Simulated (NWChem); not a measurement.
System: C2H3FN2Si; SMILES F[SiH]1N=CC=N1

Output (shortened):

```
             Northwest Computational Chemistry Package (NWChem) 7.3.0
             --------------------------------------------------------

 CS  symmetry detected

                             Geometry "geometry" -> ""
                             -------------------------

 Output coordinates in angstroms (scale by  1.889725989 to convert to a.u.)

  No.       Tag          Charge          X              Y              Z
 ---- ---------------- ---------- -------------- -------------- --------------
    1 F                    9.0000    -0.55016451    -1.96882440     0.00000000
    2 Si                  14.0000     0.42583131    -0.69644730     0.00000000
    3 N                    7.0000     0.06770280     0.40949332     1.35283400
    4 C                    6.0000    -0.23508647     1.50533073     0.76807600
    5 C                    6.0000    -0.23508647     1.50533073    -0.76807600
    6 N                    7.0000     0.06770280     0.40949332    -1.35283400
    7 H                    1.0000     1.82644146    -1.16249424     0.00000000
    8 H                    1.0000    -0.48170030     2.41765041     1.32244500
    9 H                    1.0000    -0.48170030     2.41765041    -1.32244500

 Effective nuclear repulsion energy (a.u.)     283.9336152984

      Symmetry information
      --------------------

 Group name             Cs
 Group number              2
 Group order               2
 No. of unique centers     6

  pbe96 is a nonlocal functional; adding pw91lda local functional.

                                 NWChem DFT Module
                                 -----------------

 Summary of "ao basis" -> "ao basis" (spherical)
 ------------------------------------------------------------------------------
       Tag                 Description            Shells   Functions and Types
 ---------------- ------------------------------  ------  ---------------------
 F                           sto-3g                  3        5   2s1p
 Si                          sto-3g                  5        9   3s2p
 N                           sto-3g                  3        5   2s1p
 C                           sto-3g                  3        5   2s1p
 H                           sto-3g                  1        1   1s

      Symmetry analysis of basis
      --------------------------

        a'         23
        a"         14

            General Information
            -------------------
          SCF calculation type: DFT
          Wavefunction type:  closed shell.
          No. of atoms     :     9
          No. of electrons :    52
           Alpha electrons :    26
            Beta electrons :    26
          Charge           :     0
          Spin multiplicity:     1
          Use of symmetry is: on ; symmetry adaption is: on
          Maximum number of iterations: 150
          AO basis - number of functions:    37
                     number of shells:    23
          Convergence on energy requested:  1.00D-06
          Convergence on density requested:  1.00D-05
          Convergence on gradient requested:  5.00D-04

              XC Information
              --------------
          PerdewBurkeErnzerhof Exchange Functional  1.000
            Perdew 1991 LDA Correlation Functional  1.000 local
           PerdewBurkeErnz. Correlation Functional  1.000 non-local

             Grid Information
             ----------------
          Grid used for XC integration:  medium
          Radial quadrature: Mura-Knowles
          Angular quadrature: Lebedev.
          Tag              B.-S. Rad. Rad. Pts. Rad. Cut. Ang. Pts.
          ---              ---------- --------- --------- ---------
          F                   0.50       49          11.0       434
          Si                  1.10       88           9.0       590
          N                   0.65       49           9.0       434
          C                   0.70       49           9.0       434
          H                   0.35       45          11.0       434
          Grid pruning is: on
          Number of quadrature shells:   325
          Spatial weights used:  Erf1

      Superposition of Atomic Density Guess
      -------------------------------------

 Sum of atomic energies:        -566.44105989

      Non-variational initial energy
      ------------------------------

 Total energy =    -567.396623
 1-e energy   =   -1355.975462
 2-e energy   =     504.645224
 HOMO         =      -0.126839
 LUMO         =       0.114754

      Symmetry analysis of molecular orbitals - initial
      -------------------------------------------------

  Numbering of irreducible representations:

     1 a'          2 a"

  Orbital symmetries:

     1 a'          2 a'          3 a'          4 a"          5 a'
     6 a"          7 a'          8 a'          9 a'         10 a"
    11 a'         12 a'         13 a"         14 a'         15 a"
    16 a'         17 a'         18 a'         19 a"         20 a'
    21 a"         22 a'         23 a'         24 a"         25 a"
    26 a'         27 a'         28 a"         29 a'         30 a"
    31 a"         32 a'         33 a'         34 a'         35 a"
    36 a'

     ---------------------------------------------
      Total Density - Mulliken Population Analysis
     ---------------------------------------------

    Atom       Charge   Shell Charges
 -----------   ------   -------------------------------------------------------
    1 F    9     9.58   2.00  1.94  5.64
    2 Si  14    12.45   2.00  1.99  5.87  1.10  1.49
    3 N    7     7.87   2.00  1.75  4.12
    4 C    6     5.57   1.99  1.24  2.34
    5 C    6     5.57   1.99  1.24  2.34
    6 N    7     7.87   2.00  1.75  4.12
    7 H    1     1.18   1.18
    8 H    1     0.96   0.96
    9 H    1     0.96   0.96

[...]
```

Level: PBE/STO-3G. The geometry was optimised at B3LYP/6-31G* (spherical d).

Problem. Write an input that gives this output.

Solution. This is not unique; one that fits is the input that was run:
```
start job
memory heap 200 mb stack 900 mb global 1100 mb
geometry units angstroms noautoz
  F     -0.577351     1.973846     0.000000
  Si     0.407909     0.708629     0.000000
  N      0.057865    -0.399897     1.352834
  C     -0.236915    -1.497916     0.768076
  C     -0.236915    -1.497916    -0.768076
  N      0.057865    -0.399897    -1.352834
  H      1.805079     1.184890     0.000000
  H     -0.476861    -2.412012     1.322445
  H     -0.476861    -2.412012    -1.322445
end
basis spherical
  F library sto-3g
  Si library sto-3g
  N library sto-3g
  C library sto-3g
  H library sto-3g
end
dft
  xc xpbe96 cpbe96
  iterations 150
  mulliken
end
task dft energy
```
